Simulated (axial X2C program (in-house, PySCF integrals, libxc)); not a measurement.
## What spin–orbit coupling does to InTe⁻

Computed with an in-house relativistic program for diatomic molecules. Spin-free means the one-electron spin-free X2C Hamiltonian; two-component (2c) means X2C with spin–orbit coupling and atomic mean-field two-electron Coulomb and Gaunt terms, so the difference of the two also holds small scalar two-electron terms. Basis: Te dyall-acv3z [12s13p9d5f1g], In dyall-acv3z [12s13p10d5f1g] (cores contracted in-house); Gaussian nuclei, density fitting, unrestricted open shells. Masses: Te 129.906 u, In 114.904 u.

Spin-free state: M_S = 0, Λ = 0 (closed shell); fragments Te- + In.

```csv
level,Re (Å),ωe (cm⁻¹),De (eV),μ (D)
PBE0,2.651,205.5,3.167,2.18
HF,2.662,210.3,1.983,2.73
MP2,2.678,205.3,3.214,n/a
CCSD,2.678,205.4,2.974,n/a
CCSD(T),2.689,201.0,3.125,n/a
M06,2.678,200.9,3.140,2.01
```

Correlated methods: 10 electrons correlated (number of frozen shells: Te 4 s, 3 p, 2 d; In 4 s, 3 p, 2 d), 372 virtual spin orbitals or spinors in MP2, 88 natural virtuals in coupled cluster.

Dipoles are positive if In is the positive end and refer to the centre of mass.

Two-component determinant lowest at the distance of the search:

Ω = 0 (closed shell); fragments Te- + In.

```csv
level,Re (Å),ωe (cm⁻¹),De (eV),μ (D)
PBE0,2.655,203.8,n/a,2.12
HF,2.666,208.6,1.629,2.65
MP2,2.681,203.9,2.895,n/a
CCSD,2.681,203.8,2.656,n/a
CCSD(T),2.692,199.5,2.806,n/a
M06,2.683,198.6,n/a,1.94
```

Q: From the two tables, how do the constants change at the CCSD(T) level (2c against spin-free)?

A: At the CCSD(T) level Re increases by 0.003 Å and ωe decreases by 1.5 cm⁻¹; De changes by -0.319 eV.

One determinant describes the state; a PBE0 search over occupations chose it and may have missed a lower one. The closed shell is kept restricted, so the energy runs too high when the bond is stretched far. Dissociation energies refer to the lowest single-determinant-based atoms at the same level and basis. De is not given where an atomic determinant may have missed its ground term or J level, or where the truncated virtual space spoils (T). Coupled cluster ran in a truncated set of natural virtual spinors; the MP2 energy of the rest was added. (T) has no such correction and the atoms are truncated less, which lowers De at CCSD(T) by a hundredth of an eV or more. Without a current term, density functionals place determinants with orbital angular momentum somewhat too high. With the outer-core shells frozen, correlated bond lengths of heavy atoms tend to come out a few hundredths of an ångström too long. Hartree–Fock gets electron affinities wrong, so its lowest charge split need not be the true one.
